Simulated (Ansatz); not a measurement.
SnH2Me(NHMe) (C2H9NSn). Charge 0, multiplicity 1. Geometry B3LYP-D4/def2-SVP, basis def2-TZVP, Ansatz.

```
run  HOMO (eV)  LUMO (eV)
  A      -6.29       0.20
  B      -6.47       0.46
  C      -4.94      -0.59
  D      -5.20      -0.20
  E      -4.89      -0.49
```

In the def2 sets Sn takes a core potential; there is no spin–orbit coupling.

Task: The runs used PBE, PBE0, r2SCAN, r2SCAN0, revPBE. Estimate which is which.

Result: A PBE0 (25 % exact exchange); B r2SCAN0 (25 % exact exchange); C PBE (0 % exact exchange); D r2SCAN (0 % exact exchange); E revPBE (0 % exact exchange). Exact exchange lowers occupied and raises empty levels; among semilocal functionals meta-GGAs tend to open the gap a little, and such runs are hard to tell apart. The gap grows from 4.35 eV (PBE) to 6.93 eV (r2SCAN0).
